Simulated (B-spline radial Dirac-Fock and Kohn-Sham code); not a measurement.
## Mn: non-radiative channels of the 2p3/2 vacancy

System: atomic manganese in the configuration 1s2 2s2 2p6 3s2 3p6 3d5 4s2.

Level of theory: independent-particle radiative and Coulomb Auger rates from relativistic LDA hole-state orbitals, with Dirac-Fock energies; a radial atomic solver. Kinetic energies are configuration averages from the vacuum level; the two-hole energies are estimated from single-hole states.

```
transition  kinetic energy (eV)  width (meV)  share (%)
   L3-M1M1                434.0         2.30        0.6
   L3-M1M2                474.2         1.56        0.4
   L3-M1M3                475.5         44.9       12.1
   L3-M2M3                510.9         68.3       18.4
   L3-M3M3                511.7          100       27.0
   L3-M1M4                526.4         1.55        0.4
   L3-M1M5                526.5         2.44        0.7
   L3-M2M5                563.5         13.1        3.5
   L3-M2M4                564.4         1.35        0.4
   L3-M3M4                564.8         32.8        8.8
   L3-M3M5                565.4         48.5       13.1
   L3-M3N1                575.8         4.20        1.1
   L3-M4M4                616.8         1.38        0.4
   L3-M4M5                616.9         28.2        7.6
   L3-M5M5                617.0         19.1        5.1
```

The listed channels hold 100 % of the non-radiative rate. Summed by principal shells, of 0.371 eV in all: LMM 98.6 %, LMN 1.4 %.

Values without a named source are computed, but for edge energies of neutral atoms, which are taken from tables.
